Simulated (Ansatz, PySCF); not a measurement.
Dimer: H2O (SMILES O) (first 3 atoms) with PH3 (SMILES P); geometry from B3LYP-D3(BJ)/def2-TZVP, rigid monomers moved along the line of their centres of mass till H2···P4 is 2.32 Å.
(charge 0, multiplicity 1):
```xyz
7

O      0.263    -0.078    -0.543
H      0.124     0.000     0.412
H      1.145     0.275    -0.698
P     -0.405     0.127     2.672
H      0.230    -0.590     3.714
H     -0.533     1.322     3.420
H     -1.703    -0.342     2.988
```

Counterpoise-corrected where a basis set is named; no monomer relaxation.

Frozen-core correlation. CBS: X⁻³ extrapolation of the correlation energy, Hartree–Fock from the larger set.

Programs: Ansatz (an electronic-structure program) with Gaussian orbitals; PySCF for the dispersion terms. 

The comparison value is -1.76 kcal/mol (CCSD(T)/CBS(aug-cc-pV(D+d)Z, aug-cc-pV(T+d)Z)). It is a level with limits of its own, not the exact answer.

Q: Order these levels by how close they come to the comparison value for the interaction energy, closest first: CCSD(T)/aug-cc-pV(T+d)Z, wB97M-V/def2-TZVPPD, PBE0-D3(BJ)/def2-TZVPPD, B3LYP/def2-TZVPPD. Give each level's value less the comparison value.

A: wB97M-V/def2-TZVPPD (0.12 kcal/mol), CCSD(T)/aug-cc-pV(T+d)Z (0.29 kcal/mol), B3LYP/def2-TZVPPD (0.51 kcal/mol), PBE0-D3(BJ)/def2-TZVPPD (-0.93 kcal/mol)
